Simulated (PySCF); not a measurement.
Compound: C7H11O (doublet state).
Z-matrix (Å and degrees, GFN2-xTB geometry), rows numbered from 1:
```
C 
C   1  1.3234
C   2  1.4953  1  123.35
C   2  1.5069  1  121.00  3   178.61
C   4  1.5481  2  112.97  1   -98.44
C   5  1.4764  4  101.90  2  -144.95
C   6  1.4775  5  109.29  4     9.48
O   7  1.4111  6  106.28  5     7.83
H   1  1.0766  2  121.71  3    -0.76
H   1  1.0771  2  122.00  3   179.24
H   3  1.0884  2  109.10  1  -120.69
H   3  1.0862  2  111.00  1     0.22
H   3  1.0895  2  110.53  1   121.48
H   4  1.1030  2  109.63  1    22.84
H   5  1.0934  4  112.06  2    93.13
H   5  1.0995  4  110.51  2   -25.85
H   6  1.0694  5  125.99  4  -168.41
H   7  1.1100  6  111.52  5  -112.19
H   7  1.0989  6  113.94  5   126.74
```

The hyperfine couplings belong to this conformer and change with its torsions.

The species is `C=C(C)[C@@H]1C[CH]CO1` [radical].

Method used: UKS B3LYP, pcH-1 on C H O, non-relativistic, mean-field spin-orbit, GIAO in PySCF 2.14.0. Geometry: GFN2-xTB, one conformer, isolated molecule. Couplings are sensitive to structure, and on GFN2-xTB geometries they can be far from those on DFT ones. Stability of the SCF solution: not tested.

Computed for the main isotopes (class means, splittings of 0.05 mT or more): g = 2.0026; H16 1H +144.0 MHz (5.14 mT); H18 1H +129.5 MHz (4.62 mT); H19 1H +100.2 MHz (3.58 mT); H15 1H +86.1 MHz (3.07 mT); H17 1H -64.0 MHz (2.28 mT); H14 1H -1.6 MHz (0.06 mT); 64 first-order lines, 18.74 mT wide.

What changes when 1H at H19 is replaced by 2H?

Only the nuclear moment changes in this model. The ratio of g factors is 0.85744/5.58569 = 0.1535, so a goes from +100.2 to +15.4 MHz (0.549 mT). The spin goes from 1/2 to 1, so the 1:1 doublet becomes a 1:1:1 triplet. The spectrum then has 96 first-order lines over 16.27 mT.

Where do the 13C satellites of C6 appear, and how strong are they?

a = +88.4 MHz, or 3.15 mT in magnitude, and I = 1/2, so to first order each main line has two satellites, at ±1.58 mT. The isotope's abundance is about 1.07 %, shared among 2 lines, so each has 0.54 % of the main line's intensity.

Give position and intensity of the satellites from 13C at C7.

a = -36.5 MHz, or 1.30 mT in magnitude, and I = 1/2, so to first order each main line has two satellites, at ±0.65 mT. The isotope's abundance is about 1.07 %, shared among 2 lines, so each has 0.54 % of the main line's intensity.
